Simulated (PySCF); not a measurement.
Correlation energy of B⁺ (boron, charge +1)

[He] 2s2, closed-shell 1S. Calculation: PySCF 2.14, in def2-SVP (3s2p1d, 14 functions); the non-relativistic Hamiltonian (point nucleus). Frozen: 1s2; 2 electrons correlated.

Total MP2 correlation energy: -32.86 mhartree.

Same-spin part 0.00 and opposite-spin part -32.86 mhartree; SCS-MP2 scales them by 1/3 and 6/5 to -39.43 mhartree.

With two correlated electrons CCSD is exact within the correlated space (frozen core and kept virtual orbitals).

```json
{"level": "CCSD", "correlation energy (mhartree)": "-59.31"}
```

Diagnostics: T1 = 0.013, D1 = 0.0184, largest double amplitude 0.160.

Question: Is a single reference adequate?

Answer: Not fully. A double-excitation amplitude exceeds 0.15, a sign of near-degeneracy.
